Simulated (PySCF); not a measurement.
Identify the compound

The spectra below were simulated for a compound C6H7F.

1H NMR (400 MHz, computed): δ 6.84 (m, 1H), 6.64 (m, 1H), 6.05 (m, 1H), 5.75 (m, 1H), 5.63 (m, 1H), 5.06 (m, 1H), 4.67 (m, 1H).

13C{1H} NMR (computed): δ 173.6 (C), 144.3 (CH), 140.6 (CH), 130.9 (CH), 129.3 (CH2), 101.2 (CH2).

Theoretical values (PySCF 2.14.0 with density-fitted response routines): shielding tensors at PBE0/pcSseg-1 (GIAO), geometry: GFN2-xTB. Non-relativistic, no solvent, single conformer.

Chemical shifts δ = σref − σ; TMS for 1H, 13C, all at this level.

Question: Which of these isomers gave the spectra?
A. C#C/C(=C\F)CC
B. C=C/C=C/C(=C)F
C. C#C[C@@H]1CC[C@@H]1F
D. FC1=CC[C@@H]2C[C@H]12

Answer: B. 

- Rings plus π bonds: 3 (no ring in the answer).
- 6 carbon signals for 6 carbons: no two carbons are equivalent.
- Carbon types of the structure: 1 × C, 3 × CH, 2 × CH2, which accounts for all hydrogens.
- δC 173.6: fully substituted alkene carbon.
- δC 144.3, 140.6, 130.9: alkene CH; as expected for a trigonal carbon in a double bond.
- δC 129.3, 101.2: terminal =CH2 carbon; the olefinic region.
- δH 6.84, 6.64, 6.05: hydrogen on an alkene CH; olefinic region.
- δH 5.75, 5.63, 5.06, 4.67: hydrogen on a terminal =CH2 carbon; attached to an sp2 carbon and in the plane of the double bond.

The others: C#C[C@@H]1CC[C@@H]1F has carbons computed at 87.3, 87.0, 81.1, 33.9, 31.5, 20.9; C#C/C(=C\F)CC would give 4 signals for carbon-bound and other non-exchanging H, not 7; FC1=CC[C@@H]2C[C@H]12 has carbons computed at 178.5, 104.4, 34.0, 24.1, 18.6, 17.2.

Splittings by 19F in the carbon and heteronuclear signals aren't shown, as no couplings were computed. Shifts are as computed. Against solution values, carbons near 30 ppm lie about +3 ppm off and those near 130 ppm about +5 ppm. Of 1211 compounds with measured shifts, 218 miss one by over three times the rms of a fit or turn the order of signals round; such compounds aren't used in these exercises. No couplings were computed; multiplicities are counted from neighbouring protons, with m where these are inequivalent, close in shift, in a saturated or five-membered ring or joined by F or P, and br s for small geminal =CH2 splittings.
